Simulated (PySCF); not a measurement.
## Structure from NMR data

An unknown has the formula C$_{6}$H$_{4}$N$_{2}$. Its calculated NMR data are:

1H NMR (400 MHz, computed): δ 9.08 (d, 1H), 8.08 (m, 1H), 7.92 (m, 1H), 7.56 (m, 1H).

13C{1H} NMR (computed): δ 156.2 (CH), 142.5 (CH), 140.0 (C), 137.0 (CH), 130.8 (CH), 123.0 (C).

Calculated, not measured (PySCF 2.14): GFN2-xTB geometry, shielding tensors at PBE0/pcSseg-1 (GIAO). A single conformation, in vacuum, non-relativistic Hamiltonian.

References, each an isolated molecule treated in the same way: TMS for 1H, 13C.

Task: Which of these isomers gave the spectra?
A. C=C1CC1(C#N)C#N
B. N#Cc1cccnc1
C. CC#CC(C#N)C#N
D. N#Cc1ccccn1

Result: D. 

- Rings plus π bonds: 6 (1 ring in the answer).
- 6 carbon signals for 6 carbons: no two carbons are equivalent.
- Carbon types of the structure: 2 × C, 4 × CH, which accounts for all hydrogens.
- δC 156.2: aromatic CH next to a ring nitrogen; the adjacent pyridine-type nitrogen withdraws density from it.
- δC 142.5, 137.0, 130.8: aromatic CH.
- δC 140.0: substituted aromatic carbon next to a ring nitrogen.
- δC 123.0: nitrile carbon; C≡N carbons fall here, among the sp2 signals but without a proton.
- δH 9.08: hydrogen on an aromatic CH next to a ring nitrogen; ring current plus the neighbouring ring nitrogen.

The others: N#Cc1cccnc1 has carbons computed at 160.6, 158.2, 147.2, 128.2, 122.7, 114.2; C=C1CC1(C#N)C#N would give 5 carbon signals, not 6; CC#CC(C#N)C#N would give 5 carbon signals, not 6.

Shifts are as computed. Against solution values, carbons near 30 ppm lie about +3 ppm off and those near 130 ppm about +5 ppm. Of 1211 compounds with measured shifts, 218 miss one by over three times the rms of a fit or turn the order of signals round; such compounds aren't used in these exercises. Multiplicities follow the n + 1 count of equivalent neighbours, as no J values were calculated; m marks all less simple cases, F and P coupling included.
